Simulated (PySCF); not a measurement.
Structure problem from calculated spectra and properties.

Elements present: C, H, O and Si. Monoisotopic mass: 163.9781 u.

* Polarisability: 107.0 au [wB97X-D/def2-SVPD]
* NMR, other nuclei: isotropic shieldings of nuclei other than C and H, by class: 272 (1 O), 279 (1 O), 348 (1 O), 383 (1 Si), 395 (1 Si), 397 (1 Si) ppm [GIAO PBE0/pcSseg-1]
* Rotational structure: rotational constants A, B, C: 1.315, 0.819, 0.642 GHz [GFN2-xTB]
* UV, strongest line: among the 8 lowest singlet transitions: S5 at 6.75 eV (184 nm, f = 0.084) [TDDFT wB97X-D/def2-SVPD]
* 13C NMR: chemical shifts (computed TMS as zero) by class: 97.7 (1 C), 92.3 (1 C) ppm [GIAO PBE0/pcSseg-1]
* UV, first state: lowest singlet excitation: 6.00 eV (207 nm, f = 0.012) [TDDFT wB97X-D/def2-SVPD]
* 1H NMR: chemical shifts (computed TMS as zero) by class: 5.51 (1 H), 5.15 (1 H), 5.07 (3 H), 2.52 (1 H), 1.87 (1 H), 0.20 (1 H) ppm [GIAO PBE0/pcSseg-1]

Gas-phase values; electronic properties from PySCF, density fitting. Levels stand in brackets. One conformer (not necessarily the lowest) at the GFN2-xTB geometry, without solvent, vibrations or thermal averaging. NMR values are class means; diastereotopic atoms form classes of their own.

Problem. Which formula fits the mass and the elements?

Solution. C2H8O3Si3 (calculated 163.9781). No other formula that holds each of these elements comes within 0.0003 u with a fitting electron parity and a possible valence count.

Problem. Give a SMILES that accounts for the data.

Solution. Numbering: `[CH:1]#[C:2][Si@@:3]([OH:4])([O:5][SiH3:6])[SiH2:7][OH:8]`. Its formula, C2H8O3Si3, gives 2 degrees of unsaturation: 0 rings and 2 π bonds in the structure found. 2 carbons fall into 2 classes; from least to most shielded: terminal alkyne carbon [C1] (97.7 ppm), alkyne carbon [C2] (92.3 ppm). Hydrogen classes from least to most shielded: 1 H on an oxygen-bound silicon, Si7 (5.51 ppm), 1 H on an oxygen-bound silicon, Si7 (5.15 ppm), 3 H on an oxygen-bound silicon, Si6 (5.07 ppm), 1 H on a silanol oxygen, O4 (2.52 ppm), 1 H on a terminal alkyne carbon, C1 (1.87 ppm), 1 H on a silanol oxygen, O8 (0.20 ppm). The other shieldings belong to: 272 ppm, silanol oxygen [O4]; 279 ppm, siloxane oxygen [O5]; 348 ppm, silanol oxygen [O8]; 383 ppm, oxygen-bound silicon [Si7]; 395 ppm, oxygen-bound silicon [Si6]; 397 ppm, oxygen-bound silicon [Si3]. The optimised geometry has point group C1 and is an asymmetric top. Structure: `C#C[Si@@](O)(O[SiH3])[SiH2]O`. Computed isomers that give other values at the same levels: `C#C[Si@@H](O[SiH3])O[SiH2]O` (1H chemical shifts (computed TMS as zero) by class: 5.30 (1 H), 5.20 (1 H), 5.19 (3 H), 4.71 (1 H), 1.74 (1 H), 1.44 (1 H) ppm); `[SiH3]OC1=CO[SiH2][SiH2]O1` (13C chemical shifts (computed TMS as zero) by class: 149.7 (1 C), 112.0 (1 C) ppm); `O=C[C@@H]1[SiH2]O[Si@H]1O[SiH3]` (13C chemical shifts (computed TMS as zero) by class: 202.4 (1 C), 57.7 (1 C) ppm). The assignments are read from this structure; whether some other isomer fits the data as well wasn't checked. The mirror image fits equally.

Conformer computed: `[CH:1]#[C:2][Si@@:3]([OH:4])([O:5][SiH3:6])[SiH2:7][OH:8]`: C2–Si3–O5–Si6 89°, C2–Si3–Si7–O8 65°, H–O4–Si3–C2 65°, H–O8–Si7–Si3 50°.
